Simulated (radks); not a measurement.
Task: Si4+, 10 electrons, occupied as [Ne]. All-electron calculation, non-relativistic Kohn-Sham, r2SCAN, spin-polarised, spherical densities, point nucleus; meta-GGA in the generalised Kohn-Sham scheme. Program: a radial shooting solver on a logarithmic mesh with Libxc functionals. Some entries of the table are withheld. Estimate them.

orbital,occ.,eigenvalue (eV),r(max) (bohr),<r^2> (bohr^2)
1s,2,(1),0.07299,0.01677
2s,2,-195.5203,(2),0.3794
2p,6,-150.4250,0.3876,0.3525

Result: 
(1) 1s eigenvalue (eV): -1847.260
(2) 2s r(max) (bohr): 0.4544
